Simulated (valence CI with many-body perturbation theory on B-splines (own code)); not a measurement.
Results of a calculation; reference values are marked as such.
## Lu39+: magnetic and hyperfine properties of the levels

Method: relativistic CI+MBPT: four valence electrons over a frozen Dirac-Fock core [Ar] 3d10, radial functions for each j: 11 s, 11 p, 9 d, 7 f, 5 g, 2 h, 1 i, with the one-electron correlation potential Σ1, the two-electron term Σ2, the three-electron term Σ3, Breit, model QED; selected CI, second order for the rest (own B-spline code, finite nucleus).

The last digits are not significant, and no measured levels were compared; by estimate large intervals hold to a few tenths of a per cent, small ones and those within an open d or f shell to about a per cent.

A/g_I is the dipole constant over the nuclear g factor μ/I (μ in nuclear magnetons, uniformly magnetised nucleus), B/Q the quadrupole constant per barn. Both hold the static response of the core; the bare values leave it out. Large factors of s and p1/2 electrons are usually good to 5 to 10 %; those of open d and f shells near neutrality can be off by tens of per cent, and small factors of p3/2, d and f electrons come from cancelling terms and can be off by a factor of two or in sign, in half-filled shells by more. B is blank for J = 1/2, where it vanishes, and for nearly pure S terms. Energies count from the lowest level. Levels with J = 0 are left out.

Levels are named by their leading jj configuration (3d3/2^4 stands for four electrons in 3d with j = 3/2), which in mixed levels can hold well under half, so a name can repeat and another be missing. Letters in brackets count levels of one name in rising energy.

```csv
Level,E (eV),g,A/g_I (MHz),A/g_I bare,B/Q (MHz/b),B/Q bare
(4s^2 4p1/2 4p3/2) J=1,72.58,1.497,-39000,-38200,48800,47200
(4s^2 4p1/2 4p3/2) J=2,76.61,1.181,137000,132000,84400,81500
(4s^2 4p3/2^2) J=2,152.23,1.311,50400,48400,13100,12700
(4s 4p1/2^2 4p3/2) J=2,161.11,1.583,341000,330000,85100,82200
(4s 4p1/2^2 4p3/2) J=1,174.90,1.045,-236000,-228000,66100,63900
(4s^2 4p1/2 4d3/2) J=2,215.08,0.771,113000,110000,16000,15800
(4s 4p1/2 4p3/2^2) J=2 [a],226.64,1.522,188000,182000,20000,19400
(4s^2 4p1/2 4d3/2) J=1,231.78,0.898,-93300,-89400,3040,3100
(4s 4p1/2 4p3/2^2) J=3,233.46,1.258,213000,207000,-12700,-12100
(4s^2 4p1/2 4d5/2) J=2,244.89,1.255,-15800,-14800,27600,26900
(4s^2 4p1/2 4d5/2) J=3,246.41,1.179,165000,160000,31100,30300
(4s 4p1/2 4p3/2^2) J=1 [a],251.64,1.265,458000,443000,-72100,-69600
(4s 4p1/2 4p3/2^2) J=2 [b],254.74,1.123,25700,25000,-12700,-12400
(4s 4p1/2 4p3/2^2) J=1 [b],256.00,1.349,14500,14100,41000,39600
(4s^2 4p3/2 4d3/2) J=2,302.81,1.063,32400,31600,-4500,-4330
(4s^2 4p3/2 4d3/2) J=1,303.67,1.135,30700,30000,-40900,-39700
(4s 4p1/2^2 4d3/2) J=1,304.92,0.403,-273000,-263000,8090,7960
(4s^2 4p3/2 4d3/2) J=3,305.24,1.129,40000,39000,87100,84400
(4s^2 4p3/2 4d5/2) J=2,307.40,1.311,139000,135000,-76800,-74100
(4s 4p1/2^2 4d3/2) J=2,307.71,1.170,292000,283000,14700,14500
(4s^2 4p3/2 4d5/2) J=4,309.84,1.246,24500,24000,119000,115000
(4s 4p1/2^2 4d5/2) J=3,326.77,1.365,206000,200000,15400,15100
(4s^2 4p3/2 4d5/2) J=1,327.24,1.185,-71900,-68500,550,573
(4s^2 4p3/2 4d5/2) J=3,327.51,1.168,27400,26700,16200,15900
(4s 4p1/2^2 4d5/2) J=2,330.53,1.145,-107000,-102000,-11300,-10700
(4s 4p3/2^3) J=2,330.70,1.343,227000,220000,-85400,-82600
(4s 4p3/2^3) J=1,341.31,1.097,-179000,-173000,-19800,-19000
(4p1/2^2 4p3/2^2) J=2,347.06,1.151,-5890,-5260,35300,34300
(4s 4p1/2 4p3/2 4d3/2) J=1 [a],370.35,1.186,152000,147000,-47400,-45900
(4s 4p1/2 4p3/2 4d3/2) J=2 [a],370.87,1.115,116000,113000,-28800,-27800
(4s 4p1/2 4p3/2 4d3/2) J=3 [a],372.69,1.151,170000,164000,19600,19000
(4s 4p1/2 4p3/2 4d3/2) J=4,378.77,1.197,214000,207000,63700,61800
(4s 4p1/2 4p3/2 4d3/2) J=3 [b],385.19,0.873,53900,52400,42900,41400
(4s 4p1/2 4p3/2 4d5/2) J=4 [a],385.25,1.399,131000,127000,117000,114000
```

Take the isotope of mass number 175, with I = 7/2, μ = 2.2257 μN and Q = 3.49 b. What is the hyperfine structure of (4s^2 4p3/2^2) J=2?

From the table A = 32000 MHz, B = 45700 MHz. Shifts from the centre of gravity in MHz: F = 3/2: -264000, F = 5/2: -204000, F = 7/2: -109000, F = 9/2: 32500, F = 11/2: 235000.
